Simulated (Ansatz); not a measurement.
A run for Ansatz (a first-principles code): R-CCSD(T)/aug-cc-pVDZ on GeH4 (SMILES [GeH4]) with ghost functions, monomers drawn apart or pushed together. The run froze 14 orbitals, filled d shells among them.

Ansatz 0.2 input:
```yaml
crystal:
  periodic: [false, false, false]
  atoms:
    - {symbol: Ge, position_ang: [0.14414175, -0.00817515, 5.06270070]}
    - {symbol: H, position_ang: [-0.50713439, 1.22658402, 4.42412243]}
    - {symbol: H, position_ang: [-0.77099195, -0.58577872, 6.14885593]}
    - {symbol: H, position_ang: [1.50904695, 0.36323637, 5.65463289]}
    - {symbol: H, position_ang: [0.35069523, -1.07493884, 3.96885251]}
basis:
  gaussian:
    orbitals: aug-cc-pVDZ
    ghost_atoms:
      - {symbol: C, position_ang: [-0.15555863, -0.04077354, 0.51888641]}
      - {symbol: N, position_ang: [-0.30974141, 0.43185724, -0.51398959]}
      - {symbol: H, position_ang: [-0.01173314, -0.47752871, 1.48292292]}
magnetization: {spin_polarized: false}
correlation: {method: ccsd_t, electrons: outside_noble_gas}
scf: {lower_state_search: off}
```

Output:

```
Functional definition: HF
[...]
these checks for a lower state are left out or cut short: stability, starts, cluster_reference, orbital_swaps, neighbouring_geometries, increment
integrals: 0.22 GiB planned
1079 factors; integrals over basis functions are off by at most 8.1e-4 eV
mean field: 0.34 GiB planned
mean field evaluation 1: about -56535.0581 eV, gradient 9.0e0 eV
mean field evaluation 2: about -56535.0605 eV, gradient 9.0e0 eV
mean field evaluation 4: about -56535.5717 eV, gradient 2.8e-1 eV
mean field evaluation 8: about -56535.5727 eV, gradient 4.6e-4 eV
mean field -56535.57272092 eV, -2077.6439763064 hartree, gradient 2.6e-6 eV, S^2 0.000000; 0 other end points of the search recorded, 0 dependent functions left out
14 core orbitals not correlated
reference -56535.57272092 eV, -2077.6439763064 hartree; 4, 4 occupied and 109, 109 virtual orbitals, 1079 factors
second order -3.21227883 eV of doubles, -0.00000000 eV of singles
coupled cluster: 0.56 GiB planned
cycle   1  -3.82601493 eV  change   -6.1e-1 eV  update   5.6e-2
cycle   2  -4.04375478 eV  change   -2.2e-1 eV  update   1.9e-2
cycle   3  -4.04860174 eV  change   -4.8e-3 eV  update   4.0e-3
cycle   4  -4.04775006 eV  change    8.5e-4 eV  update   1.3e-3
cycle   5  -4.04754008 eV  change    2.1e-4 eV  update   3.8e-4
cycle   6  -4.04749019 eV  change    5.0e-5 eV  update   8.2e-5
cycle   7  -4.04749315 eV  change   -3.0e-6 eV  update   2.3e-5
cycle   8  -4.04749765 eV  change   -4.5e-6 eV  update   6.4e-6
perturbative correction -0.07669590 eV, -0.0028185222 hartree
Total energy: -56539.69691447 eV, -2077.7955376237 hartree
Checks for a lower state left out: stability, starts, cluster_reference, orbital_swaps, neighbouring_geometries, increment
```

Self-consistency was reached.

Cost: roughly 10 core-seconds.
